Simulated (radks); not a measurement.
Results of a calculation; reference values are marked as such.
Question: Ionisation of Mg, [Ne] 3s2, to Mg+, [Ne] 3s1, under several functionals. Dirac Kohn-Sham, spin-unpolarised, spherical densities, point nucleus; a radial shooting solver on a logarithmic mesh with Libxc functionals. Known Delta-SCF values: SOGGA 7.829 eV; exchange-only PBE 7.342 eV; HCTH/407 7.966 eV. What does B86b exchange with PBE correlation give, and what is its highest occupied eigenvalue?

Answer: 7.988 eV by Delta-SCF; the 3s1/2 eigenvalue is -4.726 eV. NIST: 7.646 eV (measured).

Beside tabulated values, note that spin-unpolarised runs miss the spin-polarisation part of the exchange energy of open shells.
